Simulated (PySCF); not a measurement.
Compound: C₇H₄FNO.
Numbering: `[O:1]=[C:2]=[N:3][c:4]1[cH:5][cH:6][cH:7][cH:8][c:9]1[F:10]` (hydrogens: H11 on C5; H12 on C6; H13 on C7; H14 on C8)

Structure used (PBE0-D3(BJ)/def2-TZVP), in Å, numbered top down from 1:
```
atom  x, y, z in Å
O1     4.1636    0.1055   -0.5436
C2     3.0653    0.4077   -0.3162
N3     1.9819    0.8636   -0.0522
C4     0.6776    0.4135    0.0121
C5    -0.3464    1.2807    0.3740
C6    -1.6554    0.8333    0.4391
C7    -1.9586   -0.4874    0.1438
C8    -0.9494   -1.3681   -0.2190
C9     0.3470   -0.9080   -0.2801
F10    1.3341   -1.7407   -0.6276
H11   -0.0917    2.3083    0.6009
H12   -2.4419    1.5218    0.7222
H13   -2.9815   -0.8385    0.1948
H14   -1.1511   -2.4053   -0.4559
```

All values: wB97X-D/pcSseg-2 (PySCF, non-relativistic), on one gas-phase PBE0-D3(BJ)/def2-TZVP geometry that isn't relaxed in the solvent. The solvent is an IEF-PCM continuum (cavity from Bondi-type radii × 1.2). Specific hydrogen bonds and non-electrostatic terms are outside this model.

Gas phase at wB97X-D/pcSseg-2: HOMO -8.79 eV, LUMO 0.75 eV, dipole 3.22 D.

Problem. What does the continuum do to the energy, the frontier levels and the dipole at wB97X-D/pcSseg-2 in chloroform?

Solution. 
```json
{"solvent": "chloroform", "ε": "4.711", "E(solvent) − E(gas) (kcal/mol)": "-2.74", "polarisation term (kcal/mol)": "-3.01", "distortion of the solute (kcal/mol)": "0.27", "HOMO (eV)": "-8.71", "LUMO (eV)": "0.87", "dipole (D)": "3.90"}
```

Polarisation term: ½ Σ q·V over the induced surface charges. Distortion: the rise of the solute's own energy as its density leaves the gas-phase optimum.

Problem. Which radius a makes the point-dipole formula ΔE = −[(ε − 1)/(2ε + 1)]·μ²/a³ give the value in chloroform, with the gas-phase dipole?

Solution. μ = 1.266 au and |ΔE| = 0.00436 Eh give a = 2.69 Å; the farthest nucleus lies 4.20 Å from the centroid of the nuclei, so such a sphere wouldn't even hold the nuclei. The formula assumes a rigid point dipole at the centre of a sphere.

Problem. Give the dipole vector in the frame of the coordinates (D, pointing from negative to positive charge), gas and chloroform.

Solution. Gas (-3.15, 0.36, 0.53), solvent (-3.82, 0.43, 0.63). Its length changes by +21 % and its direction by less than 1°.

wB97X-D is run here without its empirical dispersion term; that term would change no orbital, density or response property at a fixed geometry.
